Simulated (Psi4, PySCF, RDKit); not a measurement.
Torsional profile of C7H12, SMILES CC(C)/C=C\C=C. Scanned: dihedral C3–C4–C5–C6; all other coordinates were relaxed at GFN2-xTB. Heavy atoms are numbered in the order of the SMILES C=C/C=C\C(C)C, hydrogens after them in the order of the atoms that carry them; the mirror image has the same energies with the sign of each dihedral reversed.

RHF/LANL2DZ = restricted Hartree-Fock/LANL2DZ // GFN2-xTB (PySCF); MMFF94 // GFN2-xTB (RDKit); PBE-D3(BJ)/def2-SVP // GFN2-xTB (Psi4).

Energies relative to the lowest point of each profile, in eV:

| φ / ° | RHF/LANL2DZ | MMFF94 |
|---|---|---|
| -150 | 0.230 | 0.241 |
| -135 | 0.207 | 0.207 |
| -105 | 0.203 | 0.176 |
| -45 | 0.210 | 0.155 |
| -15 | 0.200 | 0.177 |
| 0 | 0.199 | 0.188 |
| 60 | 0.116 | 0.154 |
| 75 | 0.052 | 0.074 |
| 90 | 0.022 | 0.029 |
| 105 | 0.006 | 0.007 |
| 120 | 0.000 | 0.000 |
| 180 | 0.129 | 0.164 |

Estimate the PBE-D3(BJ)/def2-SVP values at these points.

-150: 0.177; -135: 0.141; -105: 0.137; -45: 0.152; -15: 0.133; 0: 0.133; 60: 0.088; 75: 0.039; 90: 0.016; 105: 0.005; 120: 0.000; 180: 0.104 (eV).
